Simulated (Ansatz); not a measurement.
Compare A (`N[SiH](S)CCl`) with its isomer B (`CN[SiH](S)Cl`).

Gas-phase electronic energies from Ansatz, PBE0-D4/def2-TZVP geometries. CBS: MP2 limit from def2 TZ/QZ plus the TZ coupled-cluster correction, frozen cores. DFT in def2-TZVPP. B3LYP here is the variant with VWN-RPA as its local correlation; programs differ in this. One conformer a species, not always the lowest.

(1) Which is lower in electronic energy at CCSD(T)/CBS, and by how much? (Best estimate.)

(2) Give E(B) − E(A) in kcal/mol with PBE0-D4, MP2/def2-TZVPP, HF/def2-TZVPP, PBE-D4, r2SCAN-D4, ωB97M-V, B3LYP. (Estimate.)

Largest T1 diagnostic: 0.010.

Results:

(1) Ansatz gave: B, by 22.6 kcal/mol.

(2) Ansatz gave: PBE0-D4 -22.8, MP2/def2-TZVPP -23.2, HF/def2-TZVPP -25.5, PBE-D4 -21.9, r2SCAN-D4 -22.9, ωB97M-V -22.7, B3LYP -23.3. None reverses the order clearly.

In def2-TZVPP, CCSD(T) changes the Hartree–Fock value by +2.9 kcal/mol (the triples alone add +0.5 kcal/mol) and MP2 by +2.2 kcal/mol. From PBE to PBE0 (25 % exact exchange), in def2-TZVPP and without D4, E(B) − E(A) moves by −0.9 kcal/mol.
